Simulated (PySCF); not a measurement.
**Checking a proposed structure**

A compound C4H12O2Si3 gives the data below (simulated from a calculation) and was assigned the structure `O=C(O)[C@@H]([SiH3])[Si@@H]1C[C@H]1[SiH3]`.

13C{1H} NMR (computed): δ 185.9 (C), 67.0 (CH2), 10.8 (CH2), 7.6 (C).

1H NMR (300 MHz, computed): δ 4.61 (m, 2H), 4.41 (m, 2H), 4.25 (s, 6H), 1.14 (m, 2H).

All values are calculated (PySCF): shieldings: GIAO PBE0/pcSseg-1, geometry: GFN2-xTB. One computed conformer, rapidly exchanging positions averaged, no relativistic terms, gas phase.

δ = σ(ref) − σ, references computed at the same level: TMS for 1H (31.72 ppm) and 13C (186.93 ppm).

Question: Compare with the shifts computed for the proposed structure, pairing carbons in order of shift.

Answer: Structure with atom numbers: `[O:1]=[C:2]([OH:3])[C@@H:4]([SiH3:5])[Si@@H:6]1[CH2:7][C@H:8]1[SiH3:9]`; H(Xn) means a hydrogen on atom n.

| atom | computed for proposal | given list | difference |
| --- | --- | --- | --- |
| C2 | 177.7 | 185.9 | -8.2 |
| C4 | 15.2 | 67.0 | -51.8 |
| C7 | 1.2 | 10.8 | -9.6 |
| C8 | -9.0 | 7.6 | -16.6 |

The rms difference is 27.9 ppm and the largest -51.8 ppm at C4 (sp3 CH bonded to 2 Si, α to a carbonyl). The carbon types in order of shift don't match either: C, CH, CH2, CH for the proposal against C, CH2, CH2, C in the data. The proposal doesn't fit.

Question: Which isomer fits?

Answer: `O=C1OCC[SiH2]C1([SiH3])[SiH3]`.

- Carbon types of the structure: 2 × C, 2 × CH2, leaving 8 H on heteroatoms.
- δC 185.9: ester carbonyl carbon; it is a carbonyl in resonance with an O or N lone pair, the region of acids, esters and amides.
- δC 67.0: sp3 CH2 bonded to O; pulled downfield by the heteroatom.
- δC 10.8: sp3 CH2 bonded to Si; an electropositive neighbour leaves it electron-rich and shielded.
- δH 4.61: hydrogen on an sp3 CH2 bonded to O; its carbon carries O, hence the downfield position.

The data come from this structure; uniqueness wasn't tested.

Shifts are as computed. Against solution values, carbons near 30 ppm lie about +3 ppm off and those near 130 ppm about +5 ppm. Of 1309 compounds with measured shifts, 239 miss one by over three times the rms of a fit or turn the order of signals round; such compounds aren't used in these exercises. Multiplicities follow the n + 1 count of equivalent neighbours, as no J values were calculated; m marks all less simple cases, F and P coupling included.
